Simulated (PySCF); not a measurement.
## SiO(OH)₂ → HSi(OH) + O₂

Level: PBE0 in the def2-TZVP basis family, all electrons, no relativity, computed in PySCF with density fitting; open shells unrestricted.

```csv
species,state and structure,E (Eh),ZPE (kJ/mol),H(298 K) − H(0) (kJ/mol),S° (J/(mol K))
SiO(OH)₂,"singlet, C2v, O–H 0.961 Å (×2), Si–O 1.512 Å, Si–O 1.612 Å (×2); H–O–Si 114.7° (×2), O–Si–O 104.1°, O–Si–O 127.9° (×2)",-516.23522,87.4,14.9,285.5
HSi(OH),"singlet, Cs, O–H 0.960 Å, Si–H 1.548 Å, Si–O 1.653 Å; H–O–Si 118.9°, H–Si–O 97.8°",-365.73997,54.0,10.8,242.4
O₂,"triplet, D∞h, O–O 1.193 Å",-150.23561,10.3,8.7,204.9
```

Question: What is the electronic reaction energy?

Answer: At PBE0/def2-TZVP, ΔE = 681.7 kJ/mol from the differences of the total energies times 2625.5, uphill. 

Question: Add zero-point, thermal and entropy terms for 298.15 K and 1 bar.

Answer: ΔZPE = -23.1 and Δ[H(298) − H(0)] = 4.6 kJ/mol give ΔH° = 663.2 kJ/mol. ΔS° = 161.8 J/(mol K), so ΔG° = 663.2 − 298.15 × (0.1618) = 615 kJ/mol.

Only the bonding shown was studied: isomers, or loss of a ligand pair, can lie lower.
